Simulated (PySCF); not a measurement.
BCl, SMILES [B]Cl (connectivity only; charge and spin as stated), charge +1, multiplicity 2. Atoms are numbered in the order given.

```xyz
2

B      0.0000     0.0000    -1.2366
Cl     0.0000     0.0000     0.3637
```
Charge +1, spin multiplicity 2.

The structure is a stationary point at B3LYP-D3(BJ)/def2-TZVPD.

These are CAM-B3LYP/def2-TZVPD (PySCF) values and carry that method's errors.

Mulliken values depend strongly on the basis, most of all with diffuse functions as here. Atomic charges (e):

| atom | Mulliken | meta-Löwdin | Mulliken spin |
|---|---|---|---|
| B1 | 0.69 | 0.55 | 1.00 |
| Cl2 | 0.31 | 0.45 | 0.00 |
